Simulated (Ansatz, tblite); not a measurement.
Forces on the cluster Cs3Ge3Br9 at its PBE-D4/def2-SVP geometry. Total charge 0; singlet.

In the def2 sets Cs takes a core potential; there is no spin–orbit coupling. The xTB rows come from tblite. Single mean-field runs in def2-TZVP are fitted with def2-universal-jkfit. The structure comes from a short search, and lower isomers may exist.

GFN1-xTB (tblite), largest force 1.53 eV/Å:

```xyz
15
positions Å, forces eV/Å
Cs    1.392   -3.109    0.712   -0.267    0.601    0.130
Cs   -3.688   -0.046   -3.271    0.516   -0.009    0.464
Cs    0.935    2.706    1.519    0.149   -0.535   -0.333
Ge    0.396    1.184   -2.287   -0.836    1.150    0.102
Ge   -2.365   -1.430    0.656    0.033   -1.173   -0.842
Ge    3.727   -0.224    2.919   -1.203    0.644   -0.701
Br   -4.678   -1.684   -0.250    0.842    0.132    0.224
Br    1.410    3.448   -2.013   -0.335   -0.774   -0.021
Br   -1.137   -2.027   -1.574   -0.453    0.076    0.741
Br   -2.036   -3.713    1.648   -0.043    0.788   -0.351
Br   -1.696    1.753   -0.818    0.684   -0.051   -0.521
Br    1.237   -0.543    3.375    0.732    0.133   -0.186
Br    3.889    2.178    3.474   -0.180   -0.767   -0.264
Br    3.350   -0.005    0.411    0.070   -0.055    0.738
Br   -0.736    1.512   -4.500    0.293   -0.161    0.820
```

GFN2-xTB (tblite), largest force 0.39 eV/Å:

```
Cs -0.199 -0.011 -0.001
Cs 0.087 0.023 0.068
Cs 0.116 0.061 -0.088
Ge 0.103 0.248 -0.281
Ge -0.274 -0.194 0.111
Ge 0.059 0.145 0.085
Br 0.298 0.088 -0.046
Br -0.133 -0.263 0.136
Br 0.099 0.034 0.028
Br 0.156 0.240 -0.151
Br 0.010 -0.071 0.084
Br 0.080 0.021 -0.213
Br -0.195 -0.134 -0.139
Br -0.170 -0.077 0.108
Br -0.037 -0.110 0.297
```

PBE-D4/def2-TZVP (Ansatz), largest force 0.13 eV/Å:

```
Cs -0.006 0.012 -0.003
Cs 0.003 0.008 0.000
Cs -0.007 0.006 0.001
Ge -0.062 0.086 -0.006
Ge -0.004 -0.063 -0.055
Ge -0.110 0.040 -0.060
Br 0.044 0.002 0.028
Br -0.004 -0.053 -0.013
Br -0.024 0.007 0.046
Br -0.005 0.042 -0.008
Br 0.039 -0.022 -0.037
Br 0.071 -0.016 0.000
Br 0.010 -0.033 0.001
Br 0.025 -0.003 0.060
Br 0.028 -0.015 0.046
```
